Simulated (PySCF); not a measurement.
## A survey of ²⁹Si NMR shifts

In vacuum, rapidly exchanging positions averaged, one conformer, relativity neglected. Geometry from GFN2-xTB; PBE0/pcSseg-1 with gauge-including orbitals; PySCF 2.14.

Shieldings were converted by a linear fit to measured shifts: ²⁹Si (scatter 8.9 ppm rms, 25.8 ppm with the 6 outliers that the fit left out vs TMS, solution or neat liquid). A few per cent of atoms miss by over 2 rms, more outside the fitted compound classes.

Question: Match the shifts 20.4, -22.3, -33.6, -48.7, -62.9 ppm to `CO[SiH2][C@H]1CCCO1`, `COCC[C@H]([SiH3])C=O`, `C[Si]1(C)C[C@H](O)CO1`, `CO[C@H]1C[Si@@H](OC)C1`, `C=C[C@@](C)(CO)O[SiH3]`.

Answer: 20.4: C[Si]1(C)C[C@H](O)CO1 (silicon bonded to 3 C, O, in a 5-membered ring); -22.3: CO[C@H]1C[Si@@H](OC)C1 (silicon bonded to 2 C, O, H, in a 4-membered ring); -33.6: CO[SiH2][C@H]1CCCO1 (silicon bonded to C, O, 2 H); -48.7: C=C[C@@](C)(CO)O[SiH3] (silicon bonded to O, 3 H); -62.9: COCC[C@H]([SiH3])C=O (silicon bonded to C, 3 H).
